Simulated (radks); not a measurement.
Results of a calculation; reference values are marked as such.
Problem. All-electron atom: Cs XL in [Ne] 3s2 3p3 5f1 (not the ground configuration). Code: a radial shooting solver on a logarithmic mesh with Libxc functionals. Model: scalar-relativistic Kohn-Sham, LDA (Slater exchange, Perdew-Wang correlation), spin-polarised, spherical densities, finite nucleus; open shells are filled with parallel spins first (spin-orbit coupling, left out, can overturn this in heavy ions); Fermi nuclear charge, rms radius 4.8041 fm. Some entries of the table are withheld. Estimate them.

| orbital | occ. | eigenvalue (eV) | <r> (bohr) |
|---|---|---|---|
| 1s up | 1 | -38164.23 | 0.02613 |
| 1s down | 1 | -38156.14 | 0.02612 |
| 2s up | 1 | -7910.825 | 0.1108 |
| 2s down | 1 | -7903.308 | 0.1107 |
| 2p up | 3 | -7360.102 | (1) |
| 2p down | 3 | -7351.187 | (2) |
| 3s up | 1 | (3) | 0.2697 |
| 3s down | 1 | (4) | 0.2701 |
| 3p up | 3 | -2901.399 | 0.2617 |
| 3p down | 0 | -2877.061 | 0.2621 |
| 5f up | 1 | -884.5245 | 0.7611 |
| 5f down | 0 | -870.8432 | 0.7659 |

Solution. 
(1) 2p up <r> (bohr): 0.09677
(2) 2p down <r> (bohr): 0.09674
(3) 3s up eigenvalue (eV): -3072.836
(4) 3s down eigenvalue (eV): -3048.671
